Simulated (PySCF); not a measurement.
# Two-dimensional NMR puzzle

Compound of formula C6H8OSi. Correlations simulated from computed shifts and the bond graph:

HSQC (one-bond C–H):
| δH | δC |
| --- | --- |
| 7.21 | 158.5 |
| 6.78 | 137.4 |
| 6.60 | 133.7 |
| 6.59 | 118.6 |
| 6.41 | 130.0 |

COSY cross peaks (H two or three bonds apart, from the bond graph; peaks can be absent where the dihedral angle is near 90°):
| δH | δH |
| --- | --- |
| 6.78 | 6.60 |
| 6.78 | 6.59 |
| 6.60 | 6.41 |

HMBC (two and three bonds, from the bond graph):
| δH | δC |
| --- | --- |
| 7.21 | 134.7, 130.0, 118.6 |
| 6.78 | 134.7, 133.7, 130.0, 118.6 |
| 6.60 | 137.4, 134.7, 130.0, 118.6 |
| 6.59 | 158.5, 137.4, 134.7, 133.7, 130.0 |
| 6.41 | 158.5, 137.4, 134.7, 133.7, 118.6 |
| 5.28 | 158.5 |

Carbons without hydrogens: δ 134.7.

All values are calculated (PySCF 2.14): geometry from GFN2-xTB, PBE0/pcSseg-1 with gauge-including orbitals. Fast rotation and ring inversion assumed for equivalent nuclei, non-relativistic Hamiltonian, no solvent, single conformer.

Referencing at the same level of theory: 1H (31.72 ppm) and 13C (186.93 ppm) against TMS.

Exchangeable hydrogens are left out of these lists.

Problem. Which molecule is this?

Solution. `C1(=CO[SiH3])C=CC=C1`.

Atoms are numbered as in `[SiH3:1][O:2][CH:3]=[C:4]1[CH:5]=[CH:6][CH:7]=[CH:8]1` (H(Xn): hydrogen on atom n).

- δC 158.5 is C3, an alkene carbon bearing oxygen (δH 7.21).
- δC 137.4 is C7, an alkene CH (δH 6.78).
- δC 134.7 is C4, a β carbon of an enol-ether or enamine type C=C.
- δC 133.7 is C6, an alkene CH (δH 6.60).
- δC 130.0 is C5, an alkene CH (δH 6.41).
- δC 118.6 is C8, an alkene CH (δH 6.59).
- HMBC from δH 7.21 reaches the proton-free carbon C4.
- HMBC from δH 6.78 reaches the proton-free carbon C4.
- HMBC from δH 6.60 reaches the proton-free carbon C4.
- HMBC from δH 6.59 reaches the proton-free carbon C4.
- COSY links 6.78–6.60, 6.78–6.59, 6.60–6.41.

The shifts were computed for this structure.

Shifts are as computed. Against solution values, carbons near 30 ppm lie about +3 ppm off and those near 130 ppm about +5 ppm. Of 1211 compounds with measured shifts, 218 miss one by over three times the rms of a fit or turn the order of signals round; such compounds aren't used in these exercises.
